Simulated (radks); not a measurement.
Cu III, 27 electrons, occupied as [Ar] 3d8 7s1 (not the ground configuration).

Method: Dirac Kohn-Sham, BLYP, spin-unpolarised, spherical densities, point nucleus; open shells fill j = l - 1/2 first; computed with a radial shooting solver on a logarithmic mesh with Libxc functionals.

Energy parts (hartree):
part                       energy
total                 -1652.93488
kinetic                1681.81144
electron-nucleus      -3942.90413
Hartree                 674.82199
exchange-correlation    -66.66417

Orbitals (lengths in bohr, moments of r in powers of bohr):
orbital	occ.	eigenvalue (hartree)	<r^4>
1s1/2	2	-326.8975	0.00003437
2s1/2	2	-40.67273	0.007407
2p1/2	2	-35.83849	0.005329
2p3/2	4	-35.08484	0.005624
3s1/2	2	-5.79180	0.5332
3p1/2	2	-4.28551	0.6858
3p3/2	4	-4.18761	0.7238
3d3/2	4	-1.70056	2.076
3d5/2	4	-1.68846	2.122
7s1/2	1	-0.16040	36980

The highest occupied level is 7s1/2 at -4.365 eV. The density falls to 0.001 e/bohr^3 at r = 2.71 bohr. Summed over all electrons, <r^2> = 182.3 bohr^2, which gives a Langevin (diamagnetic) susceptibility term of -144 x 10^-6 cm^3/mol.
